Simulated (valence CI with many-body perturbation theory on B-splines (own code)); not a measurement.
# Rb XXV: configurations and terms from energies and g

Calculated by relativistic CI+MBPT: three valence electrons over a frozen Dirac-Fock core [Ne], a basis of 11 s, 11 p, 9 d, 7 f, 5 g, 2 h, 1 i functions for each j, with the one-electron correlation potential Σ1, the two-electron term Σ2, the three-electron term Σ3, Breit, model QED; selected CI, second order for the rest (own B-spline code, finite nucleus).

No measured spectrum was set against this ion. As an estimate, levels of excited configurations hold to 0.05 to 0.15 % of their energy, terms of the ground configuration to about 0.5 %.

| No. | J | Parity | E (eV) | g |
| --- | --- | --- | --- | --- |
| 1 | 1/2 | odd | 0.00 | 0.662 |
| 2 | 3/2 | odd | 13.79 | 1.332 |
| 3 | 1/2 | even | 53.63 | 2.583 |
| 4 | 3/2 | even | 61.23 | 1.715 |
| 5 | 5/2 | even | 66.14 | 1.510 |
| 6 | 3/2 | even | 76.25 | 0.841 |
| 10 | 3/2 | even | 100.78 | 1.276 |
| 11 | 3/2 | even | 110.02 | 0.826 |
| 12 | 5/2 | even | 111.81 | 1.199 |
| 16 | 3/2 | odd | 148.68 | 0.519 |
| 17 | 5/2 | odd | 151.35 | 1.050 |
| 18 | 7/2 | odd | 155.57 | 1.250 |
| 19 | 1/2 | odd | 157.64 | 0.661 |
| 22 | 1/2 | odd | 160.54 | 0.258 |

Energies count from the lowest level. Strongly mixed levels and levels close to another of their J and parity are left out, so the numbers can have gaps.

(1) Give configuration and LS term of each level.

## Answers

(1) 1: 3s²3p ²P°; 2: 3s²3p ²P°; 3: 3s3p² ⁴P; 4: 3s3p² ⁴P; 5: 3s3p² ⁴P; 6: 3s3p² ²D; 10: 3s3p² ²P; 11: 3s²3d ²D; 12: 3s²3d ²D; 16: 3s3p3d ⁴F°; 17: 3s3p3d ⁴F°; 18: 3s3p3d ⁴F°; 19: 3p³ ²P°; 22: 3s3p3d ⁴D°.
